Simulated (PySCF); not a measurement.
A structure optimised at TPSSh-D3(BJ)/def2-SVP, used in a PySCF frequency run:

```
Si
H 1 1.4864
H 1 1.4919 2 109.20
C 1 1.8875 2 114.02 3 140.95
N 4 1.2952 1 97.26 2 101.24
H 4 1.0987 5 120.78 1 176.80
C 5 1.4810 4 103.21 6 -174.64
F 7 1.3721 5 111.83 4 -129.60
H 7 1.1041 8 108.07 5 119.71
```

Problem. Write its SMILES and formula.

Solution. F[C@@H]1N=C[SiH2]1, C2H4FNSi

Problem. What are its rotational constants (standard atomic weights)?

Solution. 6.6287, 3.9046, 2.7014 GHz
